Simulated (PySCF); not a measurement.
**Levels of Rh³²⁺ from EOM-EA-GCCSD**

Reference: closed-shell Rh³³⁺, [Ne] 3s2; one electron is added. Calculated with PySCF 2.14, two-component X2C-1e with screened spin-orbit coupling, an uncontracted even-tempered set (18 s from 2 bohr⁻², ratio 2.6; 13 p from 2.6 bohr⁻², ratio 2.6; 6 d from 2.7 bohr⁻², ratio 2.8; 4 f from 39 bohr⁻², ratio 2.8); frozen 1s2; the 48 highest virtual spinors dropped; of the others 56 kept and the rest restored at second order. No Breit or QED terms. Binding energies in eV.

```tsv
level	Koopmans	second order	EOM-CCSD
3p1/2	1920.3	1922.3	1922.0
3p3/2	1884.1	1886.3	1886.2
3d3/2	1765.0	near a pole	1763.0
3d5/2	1757.7	near a pole	1752.3
```

In EOM-CCSD the overlap with the one-orbital guess is low for 3d3/2 (weight 0.75), 3d5/2 (weight 0.76). That can mean mixing with two-particle, one-hole states, where second order and EOM-CCSD lose accuracy, or only a rotation among the degenerate components of the shell; the terms of those configurations are not listed.

For comparison, the ionisation energy of Rh³²⁺ is 1903 ± 9 eV (semi-empirical (NIST evaluation); NIST Atomic Spectra Database, ionization energies).

Only part of the computed levels is shown.
